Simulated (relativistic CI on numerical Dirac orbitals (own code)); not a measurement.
**Fe¹¹⁺: computed level list**

Computed by Dirac-Coulomb-Breit CI, separate exchange-only KLI orbitals for each configuration, QED by a radiative potential, unscaled Slater integrals (own radial code, finite nucleus).

Configurations in the expansion (outside the closed core [Ne]): 3s²3p³, 3s3p⁴, 3s²3p²3d, 3p⁵, 3s3p³3d, 3p⁴3d, 3s3p²3d², 3s²3p²4s, 3s²3p3d4p, 3s²3p²4p, 3p⁴4s, 3p⁴4p, 3s3p²3d4s, 3s²3p²4d, 3s3p³4s, 3s²3p²4f, 3s3p³4p, 3p³3d4p, 3s3p³4d, 3s²3p²5s, 3s²3p²5p, 3s3p³4f, 3s²3p4s4p, 3s²3p²5d, 3s²3p²5f, 3s²3p²5g, 3s3p²4s², 3s²3p²6s, 3s3p³5s, 3s²3p3d², 3s²3d³, 3s3p3d³, 3s²3d²4s, 3s²3d²4p, 3s²3d²4d, 3p³3d², 3p²3d³, 3p²3d²4s, 3p²3d²4p, 3p²3d²4d, 3s²3p3d4s, 3s3p3d²4s, 3s²3d4s², 3s²3d4s4p, 3s²3d4s4d, 3s3p²3d4p, 3s3p3d²4p, 3s3p3d4s4p, 3s3p3d4p², 3s3p3d4p4d, 3p³3d4s, 3p²3d4s², 3p²3d4s4p, 3p²3d4s4d, 3s²3p4s², 3s3p3d4s², 3s²4s²4p, 3s²4s²4d, 3s²3p4p², 3s²3d4p², 3s²4s4p², 3s²4p³, 3s²4p²4d. Double excitations out of closed p, d and f shells are left out; levels of such configurations are missing from the list, as are those of other unlisted configurations, and high levels can miss mixing partners. These lack a partner that the ground configuration has and come out too high: 3s²3p²4f, 3s3p³4d, 3s²3p²5s, 3s²3p²5p, 3s3p³4f.

The lowest level is 3s²3p³ ⁴S°3/2, with 95 % of that term; Hund's rules for 3s²3p³ give ⁴S° with J = 3/2, in agreement.

```
No.      Configuration  Term     J  E (cm⁻¹)   %         jj configuration (%)
  1             3s²3p³   ⁴S°   3/2         0  95           3p1/2 3p3/2^2 (49)
  2             3s²3p³   ²D°   3/2     44299  85           3p1/2 3p3/2^2 (46)
  3             3s²3p³   ²D°   5/2     48701  97           3p1/2 3p3/2^2 (97)
  4             3s²3p³   ²P°   1/2     77841  96           3p1/2 3p3/2^2 (96)
  5             3s²3p³   ²P°   3/2     83974  83                 3p3/2^3 (77)
  6          3s3p⁴(3P)    ⁴P   5/2    273878  87              3s 3p3/2^2 (67)
  7          3s3p⁴(3P)    ⁴P   3/2    283413  88        3s 3p1/2 3p3/2^3 (75)
  8          3s3p⁴(3P)    ⁴P   1/2    287750  87              3s 3p3/2^4 (32)
  9          3s3p⁴(1D)    ²D   3/2    342326  75        3s 3p1/2 3p3/2^3 (46)
 10          3s3p⁴(1D)    ²D   5/2    344217  75        3s 3p1/2 3p3/2^3 (59)
 11          3p²(3P)3d    ²P   3/2    393958  52        3s 3p1/2 3p3/2^3 (27)
 12          3p²(3P)3d    ²P   1/2    399493  36              3s 3p3/2^2 (32)
 13          3s3p⁴(1S)    ²S   1/2    416108  58              3s 3p3/2^4 (42)
 14          3p²(3P)3d    ⁴F   3/2    430570  93           3p1/2^2 3d3/2 (44)
 15          3p²(3P)3d    ⁴F   5/2    434265  91       3p1/2 3p3/2 3d3/2 (56)
 16          3p²(3P)3d    ⁴F   7/2    439728  92       3p1/2 3p3/2 3d5/2 (65)
 17          3p²(3P)3d    ⁴F   9/2    446580  95           3p3/2^2 3d5/2 (52)
 18          3p²(1D)3d    ²F   5/2    447626  71       3p1/2 3p3/2 3d3/2 (63)
 19          3p²(3P)3d    ⁴D   1/2    450767  95       3p1/2 3p3/2 3d3/2 (75)
 20          3p²(3P)3d    ⁴D   7/2    451359  49       3p1/2 3p3/2 3d5/2 (59)
 21          3p²(3P)3d    ⁴D   3/2    451826  93       3p1/2 3p3/2 3d3/2 (40)
 22          3p²(3P)3d    ⁴D   5/2    456464  66       3p1/2 3p3/2 3d5/2 (49)
 23          3p²(1D)3d    ²F   7/2    466214  50           3p3/2^2 3d5/2 (89)
 24          3p²(1D)3d    ²G   7/2    502948  95       3p1/2 3p3/2 3d3/2 (49)
 25          3p²(1D)3d    ²G   9/2    505878  95       3p1/2 3p3/2 3d5/2 (52)
 26          3p²(1D)3d    ²P   3/2    511965  47       3p1/2 3p3/2 3d5/2 (34)
 27          3p²(3P)3d    ⁴P   5/2    521216  83       3p1/2 3p3/2 3d5/2 (47)
 28          3p²(1D)3d    ²P   1/2    523952  47           3p3/2^2 3d5/2 (30)
 29          3p²(3P)3d    ⁴P   3/2    525661  81       3p1/2 3p3/2 3d3/2 (33)
 30          3p²(3P)3d    ⁴P   1/2    528644  77           3p3/2^2 3d3/2 (51)
 31          3p²(1S)3d    ²D   3/2    536237  84           3p3/2^2 3d3/2 (34)
 32          3p²(1S)3d    ²D   5/2    547162  85           3p3/2^2 3d5/2 (53)
 33          3p²(1D)3d    ²D   3/2    565401  79       3p1/2 3p3/2 3d3/2 (36)
 34          3p²(1D)3d    ²D   5/2    565841  85           3p3/2^2 3d5/2 (35)
 35          3p²(1D)3d    ²P   1/2    584355  71       3p1/2 3p3/2 3d5/2 (75)
 36          3p²(3P)3d    ²F   5/2    590499  83       3p1/2 3p3/2 3d3/2 (38)
 37          3p²(1D)3d    ²S   1/2    591631  60       3p1/2 3p3/2 3d3/2 (34)
 38          3p²(1D)3d    ²P   3/2    592636  88           3p3/2^2 3d5/2 (50)
 39          3p²(3P)3d    ²F   7/2    594757  96       3p1/2 3p3/2 3d5/2 (56)
 40          3p²(3P)3d    ²D   5/2    618143  80           3p3/2^2 3d5/2 (57)
 41          3p²(3P)3d    ²D   3/2    619988  94           3p3/2^2 3d3/2 (46)
 42  3s3p³(4S°)<5S°>3d   ⁶D°   1/2    624479  99  3s 3p1/2 3p3/2^2 3d3/2 (53)
 43  3s3p³(4S°)<5S°>3d   ⁶D°   3/2    624730  99  3s 3p1/2 3p3/2^2 3d3/2 (47)
 44  3s3p³(4S°)<5S°>3d   ⁶D°   5/2    625134  99  3s 3p1/2 3p3/2^2 3d3/2 (36)
 45  3s3p³(4S°)<5S°>3d   ⁶D°   7/2    625705  99  3s 3p1/2 3p3/2^2 3d5/2 (32)
 46  3s3p³(4S°)<5S°>3d   ⁶D°   9/2    626561  99  3s 3p1/2 3p3/2^2 3d5/2 (55)
 47                3p⁵   ²P°   3/2    639374  57                 3p3/2^3 (57)
 48                3p⁵   ²P°   1/2    654003  56           3p1/2 3p3/2^4 (56)
 49  3s3p³(2D°)<3D°>3d   ⁴D°   5/2    682515  85          3s 3p3/2 3d5/2 (24)
 50  3s3p³(2D°)<3D°>3d   ⁴D°   7/2    683053  89  3s 3p1/2 3p3/2^2 3d5/2 (60)
 51  3s3p³(2D°)<3D°>3d   ⁴D°   3/2    683495  85  3s 3p1/2 3p3/2^2 3d3/2 (24)
 52  3s3p³(2D°)<3D°>3d   ⁴D°   1/2    685142  93  3s 3p1/2 3p3/2^2 3d5/2 (46)
 53  3s3p³(2D°)<3D°>3d   ⁴F°   3/2    692339  82  3s 3p1/2 3p3/2^2 3d3/2 (51)
 54  3s3p³(2D°)<3D°>3d   ⁴F°   5/2    694624  82  3s 3p1/2 3p3/2^2 3d3/2 (54)
 55  3s3p³(2D°)<3D°>3d   ⁴F°   7/2    697453  85  3s 3p1/2 3p3/2^2 3d3/2 (39)
 56  3s3p³(2D°)<3D°>3d   ⁴F°   9/2    701179  88  3s 3p1/2 3p3/2^2 3d5/2 (61)
 57  3s3p³(2D°)<3D°>3d   ²S°   1/2    726604  81  3s 3p1/2 3p3/2^2 3d5/2 (45)
 58  3s3p³(2D°)<3D°>3d   ⁴G°   5/2    733745  90  3s 3p1/2 3p3/2^2 3d3/2 (38)
 59  3s3p³(2D°)<3D°>3d   ⁴G°   7/2    734688  90  3s 3p1/2 3p3/2^2 3d3/2 (40)
 60  3s3p³(2D°)<3D°>3d   ⁴G°   9/2    736006  90  3s 3p1/2 3p3/2^2 3d5/2 (42)
 61  3s3p³(2D°)<3D°>3d   ⁴G°  11/2    737795  93  3s 3p1/2 3p3/2^2 3d5/2 (93)
 62  3s3p³(2D°)<3D°>3d   ²G°   7/2    764881  84  3s 3p1/2 3p3/2^2 3d5/2 (34)
 63  3s3p³(2D°)<3D°>3d   ²G°   9/2    764926  83  3s 3p1/2 3p3/2^2 3d3/2 (50)
 64  3s3p³(2P°)<3P°>3d   ⁴D°   1/2    767581  82          3s 3p3/2 3d3/2 (40)
 65  3s3p³(2P°)<3P°>3d   ⁴P°   3/2    768147  44          3s 3p3/2 3d3/2 (47)
 66  3s3p³(2P°)<3P°>3d   ⁴P°   5/2    769697  49          3s 3p3/2 3d3/2 (29)
 67  3s3p³(2P°)<3P°>3d   ⁴P°   1/2    769874  79          3s 3p3/2 3d3/2 (28)
 68  3s3p³(2P°)<3P°>3d   ⁴D°   3/2    771947  47          3s 3p3/2 3d5/2 (29)
 69  3s3p³(2P°)<3P°>3d   ⁴P°   5/2    776872  41  3s 3p1/2 3p3/2^2 3d5/2 (47)
 70  3s3p³(2P°)<3P°>3d   ²D°   3/2    778609  67  3s 3p1/2 3p3/2^2 3d3/2 (25)
```

Energies count from the lowest computed level; ° marks odd parity. Percentages are summed over parent terms; the parents shown are those of the largest component, closed shells are left out there, and <> holds an intermediate term. Filled j subshells are mostly left out of the jj labels.

The mean weight of the leading LS term, summed over parents, in these 70 levels is 79 %, and that of the leading jj configuration (from the same eigenvectors) 49 %, so LS coupling describes them better.

At this charge energies of transitions that change n are usually good to better than 1 %, and those within a shell (Δn = 0) to a few per cent.

LS names give the leading component of a level, which can be under half, so a name can repeat, a term be missing and a line seem to break the LS rules.
